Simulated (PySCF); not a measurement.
# From computed data to an observable: chemical shift, span and skew from a shielding tensor

Si(Cl)(OH)2(NH2) (ClH4NO2Si), SMILES N[Si](O)(O)Cl. Atoms are numbered in the order given.

```xyz
9

N      1.7910    -0.3024    -0.1578
Si     0.1232    -0.0224    -0.3382
O     -0.2384     1.3801    -1.1297
O     -0.6250    -1.2054    -1.2022
Cl    -0.6169     0.0646     1.5935
H      2.1325    -0.7294     0.6945
H      2.3552    -0.5537    -0.9617
H      0.1214     2.1860    -0.7476
H     -1.4774    -0.9682    -1.5809
```

Geometry optimised at PBE0-D3(BJ)/def2-SVP. One conformer was computed; it need not be the lowest.

GIAO shieldings from PBE/pcSseg-1 (PySCF), non-relativistic, no solvent. The symmetric part of the tensor of Si2 has the principal values 343.2, 383.2, 389.7 ppm. The same nucleus in TMS has σ = 335.4 ppm at this level (PySCF, at its B3LYP-D3(BJ)/def2-TZVP geometry). Without spin–orbit terms, shifts of atoms bonded to Cl or Br come out too high.

Problem. Work out the isotropic shielding, the ²⁹Si shift against TMS, the span and the skew.

Solution. 
σ(iso) = (σ11 + σ22 + σ33)/3 = 372.0 ppm. δ = σ(ref) − σ(iso) = 335.4 − (372.0) = -36.6 ppm.
Span Ω = σ33 − σ11 = 46.5 ppm. Skew κ = 3(σ(iso) − σ22)/Ω = -0.72. Tumbling in solution averages the tensor to δ; in a static solid the shielding alone would spread this spin-1/2 line over Ω.
